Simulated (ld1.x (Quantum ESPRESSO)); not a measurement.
Before and after: PAW potential for rhodium

| Property | Result |
| --- | --- |
| Element | rhodium |
| Generator | ld1.x (Quantum ESPRESSO) 7.5 |
| Type | PAW |
| Functional | PW91 |
| Relativity | scalar-relativistic |
| Frozen core | [Kr] |
| Valence charge | 9 |
| Reference configuration | 4d8 5s1 5p0 |
| Partial waves | 5s (bound): rcut 2.30, rcutus 2.55 bohr; 5s channel at 2 Ry: rcut 2.30, rcutus 2.55 bohr; 5p (bound, empty): rcut 2.60, rcutus 2.75 bohr; 5p channel at 0.7 Ry: rcut 2.60, rcutus 2.75 bohr; 4d (bound): rcut 1.30, rcutus 1.55 bohr; 4d channel at 1 Ry: rcut 1.30, rcutus 1.55 bohr |
| Local potential | all-electron potential smoothed inside 1.65 bohr (lloc = -1) |
| Core correction | Bessel-smoothed model core, default radius (core density twice the valence density) |
| Augmentation charge | PSQ, inside the norm-conserving radii |

All-electron outer shells of the reference configuration (PW91, scalar-relativistic, ld1.x):

```tsv
shell	level (eV)	outermost node (bohr)	outermost maximum (bohr)
4s	-82.56	0.47	0.88
4p	-50.48	0.47	0.94
4d	-6.00	0.46	1.14
5s	-4.36	1.19	2.63
5p	-0.91	1.35	3.88
```

Change: wave 4d channel at 1 Ry: rcut 1.30, rcutus 1.55 bohr becomes 4d channel at -0.3 Ry: rcut 1.30, rcutus 1.55 bohr.

Cutoffs: the cutoffs (Ry, on a coarse ladder) from which the occupation-weighted sum of valence levels, in a spherical-Bessel basis at the reference potential, stays within 10 and 1 mRy of its value at 400 Ry; they do not see the model core or the augmentation charge, which bear on the density cutoff. Errors are all-electron minus pseudo energies relative to the spin-unpolarised reference configuration.

**Question.** How do hardness, ghosts and transferability respond?

**Answer.** The potential gets neither clearly harder nor softer (45 Ry and 80 Ry → 45 Ry and 80 Ry); both files keep a bound ghost (s); the errors of the 7 common tests hardly move.

```csv
quantity,base,changed
"cutoff, loose",45 Ry,45 Ry
"cutoff, tight",80 Ry,80 Ry
bound ghosts,s,s
"error for 4d8 5s0 5p0, meV [ΔE 7.52 eV]",-3.7,-3.7
"error for 4d7 5s0 5p0, meV [ΔE 27.11 eV]",-57,-58
"error for 4d6 5s0 5p0, meV [ΔE 59.69 eV]",-367,-364
"error for 4d7 5s2 5p0, meV [ΔE 2.47 eV]",-40,-40
"error for 4d8 5s0 5p1, meV [ΔE 3.64 eV]",-1.1,-1.1
"error for 4d8 5s0.5 5p0, meV [ΔE 2.95 eV]",-1.2,-1.2
"error for 4d9 5s0 5p0, meV [ΔE -0.91 eV]",-25,-25
s: phases at 3.00 bohr within 0.05 rad from the reference energy up to (Ry; the scan ends near 5),3.8,3.8
p: phases at 3.00 bohr within 0.05 rad from the reference energy up to (Ry; the scan ends near 5),0.3,0.3
d: phases at 3.00 bohr within 0.05 rad from the reference energy up to (Ry; the scan ends near 5),to the end of the scan,to the end of the scan
lowest overlap eigenvalue by channel,"s 0.40, p 0.49, d 0.96","s 0.40, p 0.49, d 0.95"
```

 A true bound ghost makes a file unfit for plane-wave use even where its test errors are small: the radial tests pick states by their node count and pass the ghost by.
